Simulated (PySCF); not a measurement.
## Si⁺: ionisation energy

Si⁺ [Ne] 3s2 3p1 (2P) → Si²⁺ [Ne] 3s2 (1S), as a difference of total energies. Calculation: PySCF 2.14, in 6-31G*; no relativity, point nucleus. Correlated levels: valence: [Ne] frozen. The calculations carry no spin-orbit coupling.

| method | ionisation energy (eV) |
| --- | --- |
| UHF | 15.822 |
| PBE0 | 16.462 |
| B3LYP | 16.449 |
| MP2 (valence) | 15.948 |
| SCS-MP2 (valence) | 15.929 |
| CCSD (valence) | 16.025 |
| CCSD(T) (valence) | 16.040 |

**Question.** How much does correlation contribute at CCSD(T) (valence)?

**Answer.** 16.040 − (15.822) = 0.218 eV, measured against UHF.

Errors of the correlated levels include the incompleteness of this basis and the frozen core.

For comparison: 16.322 eV (measured; NIST levels, between the centres of gravity of the two terms).
